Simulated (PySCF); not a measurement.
Se(Me)(OSiH3) (CH6OSeSi), SMILES O([Se]C)[SiH3].

Geometry optimised at TPSSh-D3(BJ)/def2-SVP. The structure was generated by enumeration, and PubChem lists no compound with its InChIKey, so it may never have been made. The values are those of a single conformer.

The numbers are results of M06-2X/def2-TZVP (PySCF), not measurements.

```json
{
 "total_energy": "-2808.00189 hartree",
 "highest_occupied_level": "-7.62 eV",
 "lowest_empty_level": "-0.30 eV",
 "orbital_gap": "7.32 eV",
 "dipole_moment": "1.82 D",
 "quadrupole, principal values (traceless, Buckingham form, about the centre of nuclear charge)": "-5.14, -0.67, 5.81 D·Å",
 "mean_static_polarisability": "67.0 bohr³ (9.93 Å³)",
 "polarisability_principal_values": "54.5, 65.2, 81.3 bohr³"
}
```
